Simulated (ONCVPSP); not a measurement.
**Au, ONCV: configuration errors across variants**

| Item | Value |
| --- | --- |
| Element | Au (Z = 79) |
| Generator | ONCVPSP 4.0.1 |
| Type | optimised norm-conserving Vanderbilt (ONCV) |
| Functional | PBE |
| Relativity | scalar-relativistic |
| Frozen core | [Kr] 4d10 4f14 5s2 |
| Valence charge | 17 |
| Reference configuration | 5p6 5d9 6s2 |
| Partial waves | 6s: rc 2.45 bohr, ncon 4, nbas 7, qcut 2.1 1/bohr, 2 projectors, debl 0.9 Ha; 5p: rc 1.20 bohr, ncon 4, nbas 8, qcut 7 1/bohr, 2 projectors, debl 2.4 Ha; 5d: rc 1.55 bohr, ncon 4, nbas 8, qcut 6.9 1/bohr, 2 projectors, debl 2.3 Ha |
| Local potential | polynomial inside 1.15 bohr (lpopt 5, dvloc0 2 Ha) |
| Core correction | Teter function, parameters optimised by the program |

All-electron excitation energies from the reference (eV): (1) 5p6 5d10 6s1 -1.693; (2) 5p6 5d10 6s0 7.716; (3) 5p6 5d9 6s0 28.924; (4) 5p6 5d7 6s0 110.514.

1 further variants failed, have other tests or too few solved ones, and are left out.

A true bound ghost makes a file unfit for plane-wave use even where its test errors are small: the radial tests pick states by their node count and pass the ghost by.

Errors AE − PS in meV (a dash: test not solved or not reliable):

```tsv
change	(1)	(2)	(3)	(4)	bound ghosts	GHOST(+) flags above zero
base	-8.5	-29	-34	-78	s	none
p: nproj 3	-8.5	-29	-34	-78	s	p
core correction Teter function, fcfact 3, rcfact 1.25	-6.8	-25	-31	-56	s	none
p: rc 1.54	-8.2	-28	-33	-76	s	none
```

(1) Give the same row for: s: qcut 1.9.

Answers

(1) -4.4, -19, -31, -100; bound ghosts: s; GHOST(+) flags above zero: none.
